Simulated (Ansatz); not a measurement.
Program: Ansatz 0.2.0.

BH7NPSi, SMILES `NPB[SiH3]` at its PBE0-D4/def2-TZVP geometry, where that method's forces vanish. Charge 0, multiplicity 1.

```json
{"atom": "N1", "x (Å)": "0.773", "y (Å)": "0.934", "z (Å)": "-2.295"}
{"atom": "P2", "x (Å)": "-0.222", "y (Å)": "0.520", "z (Å)": "-1.010"}
{"atom": "B3", "x (Å)": "0.321", "y (Å)": "-0.760", "z (Å)": "0.128"}
{"atom": "Si4", "x (Å)": "-0.638", "y (Å)": "-0.840", "z (Å)": "1.883"}
{"atom": "H5", "x (Å)": "1.635", "y (Å)": "1.422", "z (Å)": "-2.113"}
{"atom": "H6", "x (Å)": "0.326", "y (Å)": "1.236", "z (Å)": "-3.144"}
{"atom": "H7", "x (Å)": "-0.641", "y (Å)": "1.675", "z (Å)": "-0.315"}
{"atom": "H8", "x (Å)": "1.077", "y (Å)": "-1.605", "z (Å)": "-0.243"}
{"atom": "H9", "x (Å)": "-1.335", "y (Å)": "-2.141", "z (Å)": "2.087"}
{"atom": "H10", "x (Å)": "0.352", "y (Å)": "-0.687", "z (Å)": "2.989"}
{"atom": "H11", "x (Å)": "-1.648", "y (Å)": "0.247", "z (Å)": "2.033"}
```

(1) For each bond, give half the difference of the two atoms' forces along it (eV/Å; positive pushes the atoms apart) under PBE-D4, r2SCAN-D4, B3LYP-D4, ωB97M-V in def2-TZVPP. (Best estimate.)

## Answers

(1) The calculation gave: 
| bond | length (Å) | PBE-D4 | r2SCAN-D4 | B3LYP-D4 | ωB97M-V |
| --- | --- | --- | --- | --- | --- |
| N1–P2 | 1.677 | 0.15 | 0.10 | 0.19 | 0.19 |
| N1–H5 | 1.007 | 0.21 | 0.01 | -0.05 | -0.08 |
| N1–H6 | 1.007 | 0.18 | -0.02 | -0.03 | -0.05 |
| P2–B3 | 1.797 | -0.08 | -0.01 | 0.08 | 0.00 |
| P2–H7 | 1.412 | 0.14 | -0.01 | -0.10 | -0.15 |
| B3–Si4 | 2.002 | -0.13 | -0.03 | 0.08 | 0.12 |
| B3–H8 | 1.193 | 0.09 | -0.02 | -0.15 | -0.13 |
| Si4–H9 | 1.490 | 0.11 | -0.01 | -0.07 | -0.12 |
| Si4–H10 | 1.492 | 0.12 | 0.00 | -0.07 | -0.13 |
| Si4–H11 | 1.491 | 0.09 | -0.02 | -0.05 | -0.09 |

B3LYP here is the variant with VWN-RPA as its local correlation; programs differ in this.
